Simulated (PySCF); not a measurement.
Compound: C₆H₁₂F₂OSi.
Numbering: `[F:1][SiH2:2][C@@H:3]1[CH2:4][CH2:5][CH2:6][O:7][C@@H:8]([F:9])[CH2:10]1`

Structure used (GFN2-xTB), in Å, numbered top down from 1:
```xyz
22
C6H12F2OSi angstrom
F      2.5092   -0.9246    1.8198
Si     2.0229    0.2541    0.8270
C      0.9231   -0.6302   -0.4593
C      0.3354    0.3015   -1.5253
C     -0.5245    1.4381   -0.9793
C     -1.6427    0.9653   -0.0525
O     -1.1305    0.5047    1.1942
C     -0.9218   -0.8432    1.3118
F     -2.1534   -1.4902    1.4237
C     -0.1521   -1.5192    0.1757
H      1.4223    1.2413    1.7027
H      3.2407    0.7184    0.1709
H      1.5852   -1.3183   -1.0029
H      1.1567    0.7393   -2.0977
H     -0.2649   -0.2939   -2.2211
H      0.1001    2.1386   -0.4229
H     -0.9765    1.9759   -1.8152
H     -2.2926    1.8087    0.1982
H     -2.2530    0.1906   -0.5268
H     -0.4278   -0.9833    2.2821
H      0.3056   -2.4219    0.5827
H     -0.8718   -1.8324   -0.5866
```

NICS = −σ at a ghost point: NICS(0) at the centroid of the ring atoms, NICS(1) 1 Å to either side along the normal of their mean plane, zz for the tensor component along that normal. Level: GIAO PBE0/pcSseg-1 (PySCF, non-relativistic, gas phase) on the GFN2-xTB geometry, one conformer.

Ring bond lengths (Å), with Mayer bond orders in brackets: C3–C4 1.533 (1.02), C4–C5 1.526 (1.04), C5–C6 1.527 (1.04), C6–O7 1.424 (0.88), O7–C8 1.369 (1.02), C8–C10 1.530 (1.02), C10–C3 1.533 (0.99).

Question: What do the NICS probes read (ppm)?

Answer: 
```
                 ring                                             type  NICS(0)  NICS(1), two faces  NICS(1)zz, two faces  rms pucker (Å)  centre to ring atoms, mean (Å)
C3–C4–C5–C6–O7–C8–C10  7-membered ring with O; formal bonds all single     -2.2         -1.7 / -2.2             3.1 / 0.9            0.32                            1.61
```

Question: What do they say, and how far can they be read as aromaticity?

Answer: 
- C3–C4–C5–C6–O7–C8–C10: mean NICS(1)zz 2.0 ppm, near zero. C3, C4, C5, C6, C8, C10 have four or more neighbours; no verdict on aromaticity is drawn.

Question: What are the shieldings of the ring atoms and their hydrogens in the same run (means over atoms taken as equivalent)?

Answer: 
| atoms | environment | σ isotropic (ppm) | principal values of the symmetric part, first atom (ppm) |
| --- | --- | --- | --- |
| C3 | sp3 carbon bound to silicon | 159.2 | 150.1, 157.6, 169.9 |
| C4 | ring CH2 carbon | 152.2 | 144.1, 153.4, 159.1 |
| C5 | ring CH2 carbon | 153.5 | 146.0, 155.7, 158.9 |
| C6 | sp3 carbon bound to oxygen | 120.2 | 84.3, 118.0, 158.4 |
| O7 | cyclic ether oxygen | 230.5 | 179.1, 238.2, 274.2 |
| C8 | sp3 C–F carbon | 72.2 | 42.7, 74.8, 99.3 |
| C10 | ring CH2 carbon | 145.8 | 122.6, 146.7, 168.2 |
| H13 | methine hydrogen | 29.98 | 25.1, 28.2, 36.6 |
| H14 | methylene hydrogen | 29.59 | 24.8, 28.0, 35.9 |
| H15 | methylene hydrogen | 30.16 | 25.8, 28.4, 36.3 |
| H16 | methylene hydrogen | 30.24 | 27.2, 28.3, 35.1 |
| H17 | methylene hydrogen | 30.24 | 25.3, 28.1, 37.4 |
| H18 | methylene hydrogen | 27.67 | 21.9, 27.2, 33.9 |
| H19 | methylene hydrogen | 27.62 | 23.4, 27.5, 32.0 |

The list is cut; further classes of hydrogen are left out.
